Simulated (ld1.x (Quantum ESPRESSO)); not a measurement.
**An all-electron radial function and its pseudo partner (erbium)**

Columns: radius, all-electron u(r) and pseudo u(r) of the 5d shell (level -1.48 eV) of erbium in the configuration [Kr] 4d10 4f12 5s2 5p6 5d0 6s1.5 6p0.5; PBEsol, scalar-relativistic, RRKJ scheme, ld1.x (Quantum ESPRESSO) 7.5.

```tsv
r (bohr)	all-electron	pseudo
0.178	0.0978	0.0018
0.355	-0.1692	0.0135
0.533	-0.1763	0.0430
0.710	-0.0216	0.0935
0.888	0.1516	0.1639
1.065	0.2921	0.2475
1.243	0.3943	0.3363
1.420	0.4626	0.4194
1.598	0.5053	0.4890
1.775	0.5289	0.5385
1.953	0.5391	0.5667
2.130	0.5400	0.5749
2.308	0.5345	0.5677
2.485	0.5250	0.5509
2.662	0.5130	0.5298
2.840	0.4995	0.5083
3.018	0.4852	0.4886
3.195	0.4705	0.4714
3.373	0.4555	0.4555
3.550	0.4403	0.4403
3.728	0.4250	0.4250
3.905	0.4096	0.4096
4.083	0.3942	0.3942
4.260	0.3789	0.3789
4.438	0.3636	0.3636
4.615	0.3485	0.3485
```

(1) How many radial nodes do the two functions have?

(2) At about which radius was the pseudo-wave matched?

(3) Is the pseudo-wave norm-conserving?

## Answers

(1) The all-electron 5d function has n − l − 1 = 2; the pseudo-wave has 0, since the states of the same l below it are removed with the core.

(2) 3.55 bohr, where the columns begin to agree (steps of 0.18 bohr).

(3) Yes: the RRKJ scheme keeps the norm inside the radius equal to the all-electron one, which fixes the energy derivative of the logarithmic derivative at the level.
